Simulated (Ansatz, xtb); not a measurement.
# Two isomers of C4H8OSe

Structure a is `C[Se]CC(C)=O`, a singlet and structure b is `C[C@H]([SeH])CC=O`, a singlet. Both are isolated molecules in the gas phase, relaxed with r2SCAN-D4/def2-SVP; each stands in its lowest conformer found.

Energies in hartree; the thermal terms are from GFN2-xTB frequencies at re-optimised GFN2-xTB minima (ideal gas, soft modes damped towards free rotors, one conformer each, 298.15 K, 1 atm) and include the zero-point energy:

```
                               a            b
E, CCSD(T)/def2-SVP  −2631.419315  −2631.413464
    E, MP2/def2-SVP  −2631.336120  −2631.329310
  E, MP2/def2-TZVPP  −2632.110681  −2632.097241
  zero-point energy      0.108945      0.107029
       H(298 K) − E      0.118407      0.116265
       G(298 K) − E      0.074761      0.073108
```

Q: Correct the CCSD(T) difference for the basis set by the MP2 change, then work out ΔE, ΔE₀, ΔH and ΔG for a → b in kcal/mol (1 Eh = 627.51 kcal/mol) and the equilibrium ratio [b]/[a].

A: 1. Differences b − a: CCSD(T) +0.005851, MP2 in the small set +0.006810, MP2 in the large set +0.013440 Eh.
2. ΔE = +0.005851 + (+0.013440 − (+0.006810)) = +0.012481 Eh = +7.83 kcal/mol.
3. ΔE₀ = ΔE + ΔZPE = +0.012481 + (−0.001916) Eh = +6.63 kcal/mol.
4. ΔH = ΔE + (−0.002142) Eh = +6.49 kcal/mol.
5. ΔG = ΔE + (−0.001653) Eh = +6.79 kcal/mol, so ΔS = (ΔH − ΔG)/T = −4.3 J/(mol K).
6. kT = 0.9442 mEh, so K = [b]/[a] = exp(−ΔG/kT) = exp(−11.47) ≈ 1.0 × 10^−5.

Structure a is favoured at this temperature. An error of 1 kcal/mol in ΔG would change K by a factor of 5.4. The basis-set step is large, which makes the value less sure. Mirror images and further conformers aren't counted.

As drawn, b has 1 C–C, 1 Se–H in place of 1 C–Se, 1 C–H.

Other levels gave ΔE = +7.3 (GFN2-xTB); +9.9 (HF/STO-3G, GFN2-xTB geometries); +8.0 (r2SCAN-D4/def2-SVP//GFN2-xTB); +7.9 (r2SCAN-D4/def2-SVP); +5.8 (HF/def2-SVP); +4.3 (MP2/def2-SVP); +3.7 (CCSD(T)/def2-SVP) kcal/mol. The correlated steps freeze 14 core orbitals; the filled d shell of Se is correlated, in a basis made for valence electrons. Programs: Ansatz 0.2.0, xtb 6.7.1.
